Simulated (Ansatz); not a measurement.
Nudged elastic band run: F4GeH4Si

input.yaml

```yaml
crystal:
  periodic: [false, false, false]
  atoms:
    - { symbol: Ge, position_ang: [0.621561, -0.072723, -0.132711] }
    - { symbol: F, position_ang: [1.11896, 0.180347, 1.471569] }
    - { symbol: F, position_ang: [1.972472, 0.028693, -1.157095] }
    - { symbol: F, position_ang: [-0.50748, 1.117695, -0.583337] }
    - { symbol: F, position_ang: [-0.081978, -1.611069, -0.285138] }
    - { symbol: Si, position_ang: [-3.127243, 0.072719, 1.344687] }
    - { symbol: H, position_ang: [-3.146203, -0.578562, 0.002732] }
    - { symbol: H, position_ang: [-4.02965, -0.664862, 2.276305] }
    - { symbol: H, position_ang: [-3.570605, 1.491554, 1.226294] }
    - { symbol: H, position_ang: [-1.735433, 0.036208, 1.888691] }
basis:
  gaussian: { orbitals: def2-SVP }
hamiltonian:
  xc: pbe0
neb:
  order_check: false
  images: 7
  f_tol: 0.05
  max_iterations: 60
  spring: 20.0
  final_atoms:
    - { symbol: Ge, position_ang: [-0.58666291, -0.13107674, -0.3142614] }
    - { symbol: F, position_ang: [-0.38454716, 0.0640393, 2.58874625] }
    - { symbol: F, position_ang: [0.48528643, 1.18902969, -0.58132285] }
    - { symbol: F, position_ang: [-0.68718334, -0.92032614, -1.84310046] }
    - { symbol: F, position_ang: [0.39793411, -1.25740181, 0.61550319] }
    - { symbol: Si, position_ang: [-2.66730501, 0.35757791, 0.73022667] }
    - { symbol: H, position_ang: [-3.64411596, 0.5469629, -0.37907919] }
    - { symbol: H, position_ang: [-3.01707942, -0.83491655, 1.54459662] }
    - { symbol: H, position_ang: [-2.49162626, 1.5985771, 1.52270195] }
    - { symbol: H, position_ang: [0.10970053, -0.61246566, 2.16798622] }
  initial_path:
    images:
      - { positions_ang: [[0.621561, -0.072723, -0.132711], [1.11896, 0.180347, 1.471569], [1.972472, 0.028693, -1.157095], [-0.50748, 1.117695, -0.583337], [-0.081978, -1.611069, -0.285138], [-3.127243, 0.072719, 1.344687], [-3.146203, -0.578562, 0.002732], [-4.02965, -0.664862, 2.276305], [-3.570605, 1.491554, 1.226294], [-1.735433, 0.036208, 1.888691]] }
      - { positions_ang: [[0.46513424, -0.05482615, -0.10165308], [0.8416311, 0.13911574, 1.60902833], [1.87340641, 0.02130077, -1.0124836], [-0.58147831, 1.1789565, -0.58090411], [-0.26022726, -1.55304053, -0.35167836], [-2.96425377, 0.05404866, 1.21635575], [-3.17616564, -0.66423725, 0.00662058], [-3.65115535, -0.60605948, 2.26390459], [-3.43509447, 1.4548065, 1.09960335], [-1.59739596, 0.02993522, 1.90320354]] }
      - { positions_ang: [[0.30870749, -0.03692929, -0.07059515], [0.5643022, 0.09788449, 1.74648766], [1.77434082, 0.01390855, -0.8678722], [-0.65547662, 1.24021799, -0.57847122], [-0.43847652, -1.49501205, -0.41821872], [-2.80126454, 0.03537832, 1.08802449], [-3.20612827, -0.74991249, 0.01050916], [-3.27266069, -0.54725695, 2.25150418], [-3.29958395, 1.41805899, 0.9729127], [-1.45935892, 0.02366245, 1.91771609]] }
      - { positions_ang: [[0.15228073, -0.01903244, -0.03953723], [0.2869733, 0.05665323, 1.88394699], [1.67527523, 0.00651632, -0.7232608], [-0.72947493, 1.30147949, -0.57603833], [-0.61672578, -1.43698358, -0.48475908], [-2.63827531, 0.01670798, 0.95969324], [-3.23609091, -0.83558774, 0.01439774], [-2.89416604, -0.48845443, 2.23910378], [-3.16407342, 1.38131149, 0.84622206], [-1.32132188, 0.01738967, 1.93222863]] }
      - { positions_ang: [[-0.00414602, -0.00113559, -0.0084793], [0.0096444, 0.01542198, 2.02140633], [1.57620964, -0.00087591, -0.5786494], [-0.80347324, 1.36274099, -0.57360544], [-0.79497504, -1.37895511, -0.55129944], [-2.47528608, -0.00196236, 0.83136198], [-3.26605354, -0.92126298, 0.01828632], [-2.51567138, -0.4296519, 2.22670337], [-3.0285629, 1.34456399, 0.71953141], [-1.18328484, 0.01111689, 1.94674117]] }
      - { positions_ang: [[-0.14977524, -0.03362088, -0.08492483], [-0.08890349, 0.02757631, 2.16324131], [1.30347883, 0.29660049, -0.57931776], [-0.77440076, 0.79197421, -0.89097919], [-0.49674775, -1.34856678, -0.25959878], [-2.52329081, 0.08792271, 0.80607815], [-3.36056915, -0.55420651, -0.08105506], [-2.64102339, -0.53096806, 2.05617668], [-2.89432874, 1.40806727, 0.92032404], [-0.8600385, -0.14477875, 2.00205244]] }
      - { positions_ang: [[-0.29540447, -0.06610616, -0.16137035], [-0.18745138, 0.03973064, 2.30507629], [1.03074803, 0.59407689, -0.57998612], [-0.74532829, 0.22120743, -1.20835295], [-0.19852047, -1.31817846, 0.03210187], [-2.57129554, 0.17780778, 0.78079433], [-3.45508475, -0.18715004, -0.18039644], [-2.7663754, -0.63228422, 1.88565], [-2.76009458, 1.47157054, 1.12111668], [-0.53679216, -0.30067438, 2.0573637]] }
      - { positions_ang: [[-0.44103369, -0.09859145, -0.23781588], [-0.28599927, 0.05188497, 2.44691127], [0.75801723, 0.89155329, -0.58065449], [-0.71625581, -0.34955936, -1.52572671], [0.09970682, -1.28779013, 0.32380253], [-2.61930028, 0.26769285, 0.7555105], [-3.54960036, 0.17990643, -0.27973781], [-2.89172741, -0.73360039, 1.71512331], [-2.62586042, 1.53507382, 1.32190932], [-0.21354581, -0.45657002, 2.11267496]] }
      - { positions_ang: [[-0.58666291, -0.13107674, -0.3142614], [-0.38454716, 0.0640393, 2.58874625], [0.48528643, 1.18902969, -0.58132285], [-0.68718334, -0.92032614, -1.84310046], [0.39793411, -1.25740181, 0.61550319], [-2.66730501, 0.35757791, 0.73022667], [-3.64411596, 0.5469629, -0.37907919], [-3.01707942, -0.83491655, 1.54459662], [-2.49162626, 1.5985771, 1.52270195], [0.10970053, -0.61246566, 2.16798622]] }
```

Command:

```bash
$ ansatz run input.yaml --threads 4 --pin off --max-ram 5120MiB --backend cpu --events-out ev --progress --plain --runs-dir out
```

Output, in part (warnings, iteration lines, the closing report on the highest movable image, with atoms numbered from 0):

```
NEB end point (image 0): max|allowed force component| = 2.339e-2 eV/Å (the criterion of neb.relax_end_points is 1.000e-2)
NEB end point (image 8): max|allowed force component| = 2.222e-2 eV/Å (the criterion of neb.relax_end_points is 1.000e-2)
NEB iter   1: max|band force component| = 9.091e1 eV/Å  barrier→ = 40.8469 eV  barrier← = 41.0510 eV  Δτ_max = 0.2000 Å  (229 SCF iters)
NEB iter   2: max|band force component| = 2.059e1 eV/Å  barrier→ = 7.0438 eV  barrier← = 7.2478 eV  Δτ_max = 0.2000 Å  (224 SCF iters)
NEB iter   3: max|band force component| = 1.197e1 eV/Å  barrier→ = 3.1655 eV  barrier← = 3.3696 eV  Δτ_max = 0.2000 Å  (221 SCF iters)
NEB iter   4: max|band force component| = 4.985e0 eV/Å  barrier→ = 2.0001 eV  barrier← = 2.2042 eV  Δτ_max = 0.1990 Å  (219 SCF iters)
NEB iter   5: max|band force component| = 2.649e0 eV/Å  barrier→ = 2.0336 eV  barrier← = 2.2377 eV  Δτ_max = 0.2000 Å  (209 SCF iters)
NEB iter   6: max|band force component| = 1.151e0 eV/Å  barrier→ = 2.1932 eV  barrier← = 2.3973 eV  Δτ_max = 0.2000 Å  (206 SCF iters)
NEB iter   7: max|band force component| = 6.244e0 eV/Å  barrier→ = 2.0098 eV  barrier← = 2.2139 eV  Δτ_max = 0.0998 Å  (217 SCF iters)
NEB iter   8: max|band force component| = 2.205e0 eV/Å  barrier→ = 1.8893 eV  barrier← = 2.0934 eV  Δτ_max = 0.2000 Å  (204 SCF iters)
NEB iter   9: max|band force component| = 2.288e0 eV/Å  barrier→ = 1.4780 eV  barrier← = 1.6821 eV  Δτ_max = 0.1020 Å  (218 SCF iters)
NEB iter  10: max|band force component| = 8.538e-1 eV/Å  barrier→ = 1.2178 eV  barrier← = 1.4219 eV  Δτ_max = 0.1982 Å  (203 SCF iters)
NEB iter  11: max|band force component| = 5.049e-1 eV/Å  barrier→ = 1.1568 eV  barrier← = 1.3609 eV  Δτ_max = 0.2000 Å  (200 SCF iters)
NEB iter  12: max|band force component| = 8.525e-1 eV/Å  barrier→ = 1.2203 eV  barrier← = 1.4244 eV  CI = image 4  Δτ_max = 0.1984 Å  (201 SCF iters)
NEB iter  13: max|band force component| = 1.988e0 eV/Å  barrier→ = 1.4284 eV  barrier← = 1.6324 eV  CI = image 4  Δτ_max = 0.1008 Å  (204 SCF iters)
NEB iter  14: max|band force component| = 1.780e0 eV/Å  barrier→ = 1.6269 eV  barrier← = 1.8310 eV  CI = image 4  Δτ_max = 0.1955 Å  (205 SCF iters)
NEB iter  15: max|band force component| = 6.806e-1 eV/Å  barrier→ = 1.9772 eV  barrier← = 2.1813 eV  CI = image 4  Δτ_max = 0.2000 Å  (208 SCF iters)
NEB iter  16: max|band force component| = 1.131e0 eV/Å  barrier→ = 2.0080 eV  barrier← = 2.2121 eV  CI = image 4  Δτ_max = 0.0975 Å  (200 SCF iters)
NEB iter  17: max|band force component| = 4.986e-1 eV/Å  barrier→ = 1.9759 eV  barrier← = 2.1800 eV  CI = image 4  Δτ_max = 0.1298 Å  (203 SCF iters)
NEB iter  18: max|band force component| = 2.228e-1 eV/Å  barrier→ = 1.9637 eV  barrier← = 2.1678 eV  CI = image 4  Δτ_max = 0.0730 Å  (193 SCF iters)
NEB iter  19: max|band force component| = 9.207e-2 eV/Å  barrier→ = 1.9602 eV  barrier← = 2.1642 eV  CI = image 4  Δτ_max = 0.0630 Å  (197 SCF iters)
NEB iter  20: max|band force component| = 9.013e-2 eV/Å  barrier→ = 1.9591 eV  barrier← = 2.1632 eV  CI = image 4  Δτ_max = 0.0602 Å  (200 SCF iters)
NEB iter  21: max|band force component| = 8.950e-2 eV/Å  barrier→ = 1.9581 eV  barrier← = 2.1622 eV  CI = image 4  Δτ_max = 0.0594 Å  (195 SCF iters)
NEB iter  22: max|band force component| = 5.706e-2 eV/Å  barrier→ = 1.9576 eV  barrier← = 2.1617 eV  CI = image 4  Δτ_max = 0.0453 Å  (188 SCF iters)
NEB iter  23: max|band force component| = 2.535e-2 eV/Å  barrier→ = 1.9572 eV  barrier← = 2.1613 eV  CI = image 4  Δτ_max = 0.0000 Å  (386 SCF iters)
Total energy: -75290.62180765 eV, -2766.8793176148 hartree
Atom 0 at    -0.185657    -0.126589     0.025918 Å, force     0.010175     0.018804    -0.001970 eV/Å
Atom 1 at     0.177270    -0.735080     1.822236 Å, force     0.000477    -0.015019    -0.016412 eV/Å
Atom 2 at     1.107134     0.990893     0.080189 Å, force     0.001232     0.007227     0.000347 eV/Å
Atom 3 at    -1.131350     0.587373    -1.258140 Å, force     0.000523    -0.009201    -0.004252 eV/Å
Atom 4 at     0.213106    -1.635808    -0.670338 Å, force     0.001789    -0.006456    -0.003760 eV/Å
Atom 5 at    -2.608428     0.248547     1.064751 Å, force     0.000557     0.001103    -0.000335 eV/Å
Atom 6 at    -3.330800    -0.587184     0.074819 Å, force    -0.000590    -0.001274     0.002018 eV/Å
Atom 7 at    -3.020444    -0.101848     2.458196 Å, force    -0.000048     0.003443    -0.001121 eV/Å
Atom 8 at    -2.699158     1.711474     0.836783 Å, force    -0.000178    -0.000922    -0.001993 eV/Å
Atom 9 at    -1.007271    -0.351779     1.617583 Å, force    -0.013936     0.002295     0.027479 eV/Å
Dipole moment:    -0.675479     0.084150     0.379053 e Å
```

The run converged. Neighbouring images differ by up to 1.7 eV, so the band resolves the path poorly. Another band between the same ends (7 images) ends at a top of the same energy, where a vibrational analysis finds 1 clearly imaginary mode. The orbitals stay closed-shell, which can raise the energy where a bond breaks towards radicals; this wasn't checked here.

Final band (atoms are numbered from 1 in the order of the input):

```
image  path coordinate (Å)  energy (eV)  Ge1–F2 (Å)  Si6–H10 (Å)  Ge1–Si6 (Å)
    0                 0.00         0.00        1.70         1.49         4.03
    1                 1.17         0.00        1.70         1.49         4.22
    2                 2.34         0.04        1.70         1.49         4.02
    3                 3.51         0.51        1.72         1.50         3.36
    4                 4.67         1.96        1.93         1.80         2.66
    5                 6.02         0.28        2.52         2.58         2.38
    6                 7.38        -0.02        2.76         3.32         2.37
    7                 8.73        -0.14        2.82         3.45         2.38
    8                10.08        -0.20        2.92         3.27         2.38
```

The run took 6.3 min on 4 threads of Arm Neoverse V1, with other jobs on the host, peak memory 0.37 GiB.
